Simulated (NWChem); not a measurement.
All runs are NWChem calculations. System: F₃Te (+1), charge 1, spin multiplicity 1, at a geometry optimised with PBE/def2-SVP with def2 effective core potentials on Te. The structure started from a generated list of species. Level: TD-B3LYP/def2-SVP with def2 effective core potentials on Te, VWN1-RPA local correlation.

Part of the output:

```
             Northwest Computational Chemistry Package (NWChem) 7.3.0
             --------------------------------------------------------

                                NWChem Input Module
                                -------------------

 Scaling coordinates for geometry "geometry" by  1.889725989
 (inverse scale =  0.529177249)

 Turning off AUTOSYM since
 SYMMETRY directive was detected!

                             Geometry "geometry" -> ""
                             -------------------------

 Output coordinates in angstroms (scale by  1.889725989 to convert to a.u.)

  No.       Tag          Charge          X              Y              Z
 ---- ---------------- ---------- -------------- -------------- --------------
    1 Te                  52.0000    -0.30692600    -0.11434300     0.00000000
    2 F                    9.0000     0.87547800    -0.54308200     1.41083400
    3 F                    9.0000     0.87547800    -0.54308200    -1.41083400
    4 F                    9.0000     0.02239500     1.74681200     0.00000000

 Effective nuclear repulsion energy (a.u.)     438.6617251464

            Nuclear Dipole moment (a.u.)
            ----------------------------
        X                 Y               Z
 ---------------- ---------------- ----------------
     0.0000132281    -0.0000075589     0.0000000000

      Symmetry information
      --------------------

 Group name             Cs
 Group number              2
 Group order               2
 No. of unique centers     3

      Symmetry unique atoms

     1    2    4


 Summary of "ao basis" -> "" (spherical)
 ------------------------------------------------------------------------------
       Tag                 Description            Shells   Functions and Types
 ---------------- ------------------------------  ------  ---------------------
 *                          def2-svp                  on all atoms

                                 NWChem DFT Module
                                 -----------------

 Summary of "ao basis" -> "ao basis" (spherical)
 ------------------------------------------------------------------------------
       Tag                 Description            Shells   Functions and Types
 ---------------- ------------------------------  ------  ---------------------
 Te                         def2-svp                10       26   4s4p2d
 F                          def2-svp                 6       14   3s2p1d

 Summary of "ao basis" -> "ao basis" (spherical)
 ------------------------------------------------------------------------------
       Tag                 Description            Shells   Functions and Types
 ---------------- ------------------------------  ------  ---------------------
 Te                         def2-svp                10       26   4s4p2d
 F                          def2-svp                 6       14   3s2p1d

      Symmetry analysis of basis
      --------------------------

        a'         42
        a"         26

            General Information
            -------------------
          SCF calculation type: DFT
          Wavefunction type:  closed shell.
          No. of atoms     :     4
          No. of electrons :    50
           Alpha electrons :    25
            Beta electrons :    25
          Charge           :     1
          Spin multiplicity:     1
          Use of symmetry is: off; symmetry adaption is: on
          Maximum number of iterations: 100
          AO basis - number of functions:    68
                     number of shells:    28
          Convergence on energy requested:  1.00D-06
          Convergence on density requested:  1.00D-05
          Convergence on gradient requested:  5.00D-04

              XC Information
              --------------
                         B3LYP Method XC Potential
                     Hartree-Fock (Exact) Exchange  0.200
                        Slater Exchange Functional  0.800 local
                    Becke 1988 Exchange Functional  0.720 non-local
              Lee-Yang-Parr Correlation Functional  0.810
                  VWN I RPA Correlation Functional  0.190 local

             Grid Information
             ----------------
[...]
    5     45       0     0.55E-02   0.39E-03        5.1
    6     55       0     0.11E-02   0.15E-04        5.0
    7     65       2     0.40E-03   0.61E-06        5.2
    8     71       3     0.42E-01   0.14E-02        4.0
    9     75       4     0.95E-02   0.73E-03        3.4
   10     77       4     0.15E-02   0.27E-04        2.7
   11     79       4     0.34E-03   0.78E-06        2.7
   12     81       5     0.74E-04   0.27E-07        2.7
  ----  ------  ------  ---------  ---------  ---------
  Convergence criterion met

  Ground state a'       -567.039130128907 a.u.

  ----------------------------------------------------------------------------
  Root   1 singlet a"             0.243141857 a.u.                6.6162 eV
  ----------------------------------------------------------------------------
     Transition Moments    X -0.00000   Y  0.00000   Z  0.35425
     Transition Moments   XX  0.00000  XY -0.00000  XZ -0.33896
     Transition Moments   YY -0.00000  YZ -0.37544  ZZ -0.00000
     Dipole Oscillator Strength                    0.0203413007
     Electric Quadrupole                           0.0000000196
     Magnetic Dipole                               0.0000011513
     Total Oscillator Strength                     0.0203424715

          sigma_e =   1.6038 Angstrom
          sigma_h =   1.7693 Angstrom
         |d_h->e| =   0.7800 Angstrom
            d_exc =   2.4624 Angstrom
            d_CD1 =   0.9455 Angstrom
            d_CD2 =  -0.9065 Angstrom
            d_CD3 =   3.2424 Angstrom
     Pearson C.C. =   0.0436

     Occ.   19  a'  ---  Virt.   27  a"  -0.12542 X
     Occ.   22  a'  ---  Virt.   27  a"  -0.13933 X
     Occ.   23  a"  ---  Virt.   26  a'   0.13868 X
     Occ.   23  a"  ---  Virt.   28  a'  -0.18636 X
     Occ.   24  a"  ---  Virt.   26  a'  -0.43835 X
     Occ.   25  a'  ---  Virt.   27  a"  -0.84453 X
  ----------------------------------------------------------------------------
  Root   2 singlet a'             0.243145406 a.u.                6.6163 eV
  ----------------------------------------------------------------------------
     Transition Moments    X -0.12387   Y  0.33205   Z -0.00000
     Transition Moments   XX  0.32219  XY -0.41651  XZ  0.00000
     Transition Moments   YY -0.08759  YZ  0.00000  ZZ -0.23441
     Dipole Oscillator Strength                    0.0203599260
     Electric Quadrupole                           0.0000000196
     Magnetic Dipole                               0.0000011533
     Total Oscillator Strength                     0.0203610990

          sigma_e =   1.6038 Angstrom
          sigma_h =   1.7695 Angstrom
         |d_h->e| =   0.7794 Angstrom
            d_exc =   2.4624 Angstrom
            d_CD1 =   0.9451 Angstrom
            d_CD2 =  -0.9073 Angstrom
            d_CD3 =   3.2418 Angstrom
     Pearson C.C. =   0.0436

     Occ.   19  a'  ---  Virt.   26  a'  -0.12542 X
     Occ.   22  a'  ---  Virt.   26  a'   0.13835 X
     Occ.   22  a'  ---  Virt.   28  a'   0.18624 X
     Occ.   23  a"  ---  Virt.   27  a"   0.13955 X
     Occ.   24  a"  ---  Virt.   27  a"   0.43804 X
     Occ.   25  a'  ---  Virt.   26  a'  -0.84471 X
  ----------------------------------------------------------------------------
  Root   3 singlet a'             0.250566583 a.u.                6.8183 eV
  ----------------------------------------------------------------------------
     Transition Moments    X  0.06561   Y -0.17415   Z -0.00000
     Transition Moments   XX  0.10227  XY -0.18912  XZ  0.00000
     Transition Moments   YY  0.28013  YZ -0.00000  ZZ -0.38417
     Dipole Oscillator Strength                    0.0057851495
     Electric Quadrupole                           0.0000000129
     Magnetic Dipole                               0.0000000854
     Total Oscillator Strength                     0.0057852477

          sigma_e =   1.5875 Angstrom
          sigma_h =   1.7160 Angstrom
         |d_h->e| =   1.0307 Angstrom
            d_exc =   2.5224 Angstrom
            d_CD1 =   1.1592 Angstrom
            d_CD2 =  -0.6210 Angstrom
            d_CD3 =   3.5531 Angstrom
     Pearson C.C. =   0.0303

     Occ.   19  a'  ---  Virt.   26  a'   0.06786 X
     Occ.   20  a"  ---  Virt.   27  a"  -0.17165 X
     Occ.   21  a'  ---  Virt.   26  a'  -0.17208 X
     Occ.   21  a'  ---  Virt.   28  a'   0.12792 X
     Occ.   22  a'  ---  Virt.   26  a'  -0.43074 X
     Occ.   22  a'  ---  Virt.   28  a'  -0.10372 X
     Occ.   23  a"  ---  Virt.   27  a"  -0.43325 X
     Occ.   24  a"  ---  Virt.   27  a"   0.70776 X
     Occ.   25  a'  ---  Virt.   26  a'   0.17925 X
  ----------------------------------------------------------------------------
  Root   4 singlet a"             0.250583974 a.u.                6.8187 eV
  ----------------------------------------------------------------------------
     Transition Moments    X  0.00000   Y -0.00000   Z  0.18539
     Transition Moments   XX  0.00000  XY -0.00000  XZ -0.05332
     Transition Moments   YY  0.00000  YZ  0.38935  ZZ -0.00000
     Dipole Oscillator Strength                    0.0057413788
     Electric Quadrupole                           0.0000000129
     Magnetic Dipole                               0.0000000840
     Total Oscillator Strength                     0.0057414758

          sigma_e =   1.5875 Angstrom
          sigma_h =   1.7173 Angstrom
         |d_h->e| =   1.0287 Angstrom
            d_exc =   2.5223 Angstrom
            d_CD1 =   1.1584 Angstrom
            d_CD2 =  -0.6237 Angstrom
            d_CD3 =   3.5510 Angstrom
     Pearson C.C. =   0.0303

     Occ.   19  a'  ---  Virt.   27  a"  -0.06769 X
     Occ.   20  a"  ---  Virt.   26  a'   0.17184 X
     Occ.   20  a"  ---  Virt.   28  a'   0.12780 X
     Occ.   21  a'  ---  Virt.   27  a"  -0.17186 X
     Occ.   22  a'  ---  Virt.   27  a"  -0.43328 X
     Occ.   23  a"  ---  Virt.   26  a'   0.43379 X
     Occ.   23  a"  ---  Virt.   28  a'  -0.10405 X
     Occ.   24  a"  ---  Virt.   26  a'   0.70613 X
     Occ.   25  a'  ---  Virt.   27  a"  -0.17824 X
  ----------------------------------------------------------------------------
  Root   5 singlet a'             0.254389810 a.u.                6.9223 eV
  ----------------------------------------------------------------------------
     Transition Moments    X  0.22566   Y  0.08563   Z -0.00000
     Transition Moments   XX  0.01729  XY  0.13190  XZ -0.00000
     Transition Moments   YY -0.28972  YZ  0.00000  ZZ -0.33798
     Dipole Oscillator Strength                    0.0098795099
     Electric Quadrupole                           0.0000000048
     Magnetic Dipole                               0.0000000000
     Total Oscillator Strength                     0.0098795147

          sigma_e =   1.5824 Angstrom
          sigma_h =   1.7693 Angstrom
         |d_h->e| =   0.9293 Angstrom
            d_exc =   2.5307 Angstrom
            d_CD1 =   1.1162 Angstrom
            d_CD2 =  -0.7466 Angstrom
            d_CD3 =   3.4600 Angstrom
     Pearson C.C. =   0.0167

     Occ.   17  a'  ---  Virt.   26  a'  -0.06774 X
     Occ.   18  a"  ---  Virt.   27  a"  -0.06750 X
     Occ.   19  a'  ---  Virt.   28  a'  -0.11785 X
     Occ.   20  a"  ---  Virt.   27  a"   0.09240 X
     Occ.   21  a'  ---  Virt.   26  a'  -0.09054 X
     Occ.   22  a'  ---  Virt.   26  a'   0.69055 X
     Occ.   23  a"  ---  Virt.   27  a"  -0.69046 X
     Occ.   25  a'  ---  Virt.   28  a'  -0.07945 X

              Target root =      1
          Target symmetry = none
      Ground state energy =   -567.039130128907
        Excitation energy =      0.243141856789
     Excited state energy =   -566.795988272118

  stored tddft:energy   -566.79598827211817

 Task  times  cpu:       51.4s     wall:       51.4s

 Total times  cpu:       51.4s     wall:       51.4s
```

Question: Write an NWChem input that would produce this output.

Answer: Several could match; the one computed here: 
```
start mol
memory heap 200 mb stack 900 mb global 1100 mb
charge 1
geometry units angstroms nocenter noautoz
  Te    -0.306926    -0.114343     0.000000
  F      0.875478    -0.543082     1.410834
  F      0.875478    -0.543082    -1.410834
  F      0.022395     1.746812     0.000000
  symmetry group Cs
end
basis spherical
  * library def2-svp
end
ecp
  Te library def2-ecp
end
dft
  xc b3lyp
  semidirect memsize 60000000 filesize 0
  iterations 100
end
tddft
  rpa
  nroots 5
  notriplet
  thresh 1e-4
end
task tddft energy
```
